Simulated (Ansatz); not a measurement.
Cost and result for the atomization energy of H5PSe2Si (`P[Se][SiH2][SeH]`) (9 atoms, 8 bonds).

Z-matrix (Å, degrees):
```
Si
Se 1 2.278
Se 1 2.272 2 108.9
H 1 1.483 2 109.0 3 -122.7
H 1 1.483 2 112.0 3 115.3
P 2 2.272 1 92.9 3 170.5
H 3 1.469 1 92.7 2 -64.4
H 6 1.419 2 96.6 1 131.9
H 6 1.419 2 96.6 1 -133.9
```

Charge 0, multiplicity 1. Correlated methods include outer-core shells of Se, which these sets cover unevenly. Scalar relativity is left out up to krypton. All single points use the PBE0-D4/def2-TZVP geometry. It is one conformer, not always the lowest. Program: Ansatz. All runs use 4 threads of a server CPU on a shared host. Times are those of one run each, without the atoms' runs, and a repeat can differ threefold. Electronic energies, without spin–orbit coupling; frozen cores. CCSD(T)/CBS adds CCSD(T) − MP2 in def2-TZVPP to the MP2 limit, and its time is that of the two runs behind it. T1 = 0.010. With those shells the extrapolation isn't a true limit. B3LYP takes the VWN-RPA correlation (the form of Gaussian; ORCA's B3LYP/G).

CCSD(T)/CBS is a level of theory with its own doubt, some kJ/mol a heavy atom from the limit and from the frozen cores, so smaller differences don't rank the functionals.

```json
{"level": "BLYP-D4/def2-TZVPP", "functions": "250", "wall time": "11 s"}
{"level": "revPBE-D4/def2-TZVPP", "functions": "250", "wall time": "12 s"}
{"level": "BHLYP-D4/def2-TZVPP", "functions": "250", "wall time": "14 s"}
{"level": "PBE-D4/def2-TZVPP (with forces)", "functions": "250", "wall time": "16 s"}
{"level": "CAM-B3LYP-D4/def2-TZVPP", "functions": "250", "wall time": "17 s"}
{"level": "B3LYP-D4/def2-TZVPP (with forces)", "functions": "250", "wall time": "24 s"}
{"level": "B2PLYP/def2-TZVPP", "functions": "250", "wall time": "28 s"}
{"level": "ωB97X-V/def2-TZVPP", "functions": "250", "wall time": "30 s"}
{"level": "CCSD(T)/def2-SVP", "functions": "125", "wall time": "39 s"}
{"level": "ωB97M-V/def2-TZVPP (with forces)", "functions": "250", "wall time": "41 s"}
{"level": "MP2/def2-QZVPP", "functions": "468", "wall time": "74 s"}
{"level": "CCSD(T)/def2-TZVPP", "functions": "250", "wall time": "7 min"}
{"level": "CCSD(T)/CBS(def2)", "functions": "–", "wall time": "8.2 min"}
```

Problem. What atomization energy does each give, and how far from CCSD(T)/CBS? (Estimate.)

Solution. Computed: 
```
                            level  atomization (kJ/mol)  difference from CCSD(T)/CBS  per bond
               BLYP-D4/def2-TZVPP                2446.4                        -27.3      -3.4
             revPBE-D4/def2-TZVPP                2426.9                        -46.8      -5.9
              BHLYP-D4/def2-TZVPP                2407.2                        -66.5      -8.3
  PBE-D4/def2-TZVPP (with forces)                2475.3                          1.6       0.2
          CAM-B3LYP-D4/def2-TZVPP                2445.0                        -28.7      -3.6
B3LYP-D4/def2-TZVPP (with forces)                2459.4                        -14.3      -1.8
                B2PLYP/def2-TZVPP                2406.0                        -67.7      -8.5
               ωB97X-V/def2-TZVPP                2492.7                         19.0       2.4
                 CCSD(T)/def2-SVP                2209.0                       -264.7     -33.1
 ωB97M-V/def2-TZVPP (with forces)                2459.6                        -14.1      -1.8
                   MP2/def2-QZVPP                2425.6                        -48.1      -6.0
               CCSD(T)/def2-TZVPP                2376.3                        -97.4     -12.2
                CCSD(T)/CBS(def2)                2473.7                          0.0       0.0
```

At CCSD(T), def2-SVP lies −264.7 kJ/mol from the extrapolated value and def2-TZVPP −97.4 kJ/mol: correlation converges slowly with the basis, and small sets miss more of it in the bonded molecule than in its fragments. From PBE to PBE0 (25 % exact exchange), in def2-TZVPP and without D4, the atomization energy moves by −26.3 kJ/mol: exact exchange takes away binding that semilocal exchange gives to molecules. Leaving LDA and LC-ωPBE aside and taking each functional with its dispersion term where it has one, the values spread over 86.7 kJ/mol, from B2PLYP to ωB97X-V. LDA lies +370.2 kJ/mol from PBE without D4, its usual overbinding.
